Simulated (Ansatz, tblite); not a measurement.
Forces on the cluster Ag₄⁻ at its r2SCAN-D4/def2-SVPD geometry. Charge -1, multiplicity 2.

In the def2 sets Ag takes a core potential; there is no spin–orbit coupling. The xTB rows come from tblite. At r2SCAN-D4/def2-TZVPD the highest occupied level of the charge -1 doublet lies above zero (up to 0.04 eV). By energy differences its removal costs 1.73 eV (vertical, to the charge 0 singlet, at r2SCAN-D4/def2-TZVPD); a positive level beside a positive removal energy at the same level points to self-interaction error. The structure comes from a short search, and lower isomers may exist.

GFN1-xTB (tblite), largest force 0.11 eV/Å:

```xyz
4
positions Å, forces eV/Å
Ag   -1.023    0.807   -0.441   -0.078    0.061   -0.034
Ag   -1.543   -1.409    1.002   -0.053   -0.048    0.035
Ag    1.023   -0.804    0.445    0.078   -0.062    0.034
Ag    1.543    1.406   -1.006    0.052    0.049   -0.034
```

GFN2-xTB (tblite), largest force 0.21 eV/Å:

```
Ag -0.158 0.124 -0.070
Ag 0.006 0.006 -0.003
Ag 0.158 -0.125 0.067
Ag -0.006 -0.005 0.005
```

r2SCAN-D4/def2-TZVPD (Ansatz), largest force 0.01 eV/Å:

```
Ag -0.008 0.006 -0.004
Ag -0.001 0.000 0.001
Ag 0.008 -0.007 0.003
Ag 0.000 0.002 0.000
```
